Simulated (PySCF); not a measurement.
BF3, SMILES F[B-](F)F, charge -1, multiplicity 2. Atoms are numbered in the order given.

```xyz
4

B      0.0000     0.0000    -0.3728
F      1.1574     0.6682     0.0690
F     -1.1574     0.6682     0.0690
F      0.0000    -1.3365     0.0690
```
Charge -1, spin multiplicity 2.

Coordinates come from a B3LYP-D3(BJ)/def2-SVPD optimisation.

Level of theory: PySCF with B3LYP/pcH-1.

Unrestricted Kohn–Sham, ⟨S²⟩ = 0.751. Hyperfine tensors hold the contact and dipolar terms, without spin-orbit corrections.

Q: Estimate the hyperfine couplings. (Estimate from the structure and the level; the computed values follow.)

A: 
```csv
nucleus,A(iso) (MHz),A(iso) (G),dipolar principal values (MHz)
11B no. 1,497.3,177.4,"-32.8, -32.8, 65.6"
19F no. 2,513.3,183.1,"-132.8, -125.0, 257.8"
19F no. 3,513.3,183.1,"-132.8, -125.0, 257.8"
19F no. 4,513.3,183.2,"-132.8, -125.0, 257.8"
```

Q: And the g tensor (effective nuclear charges for spin-orbit coupling, GIAO)? (The exact figures need the calculation; the answer reports its results.)

A: principal values 2.0018, 2.0021, 2.0021; isotropic 2.0020.
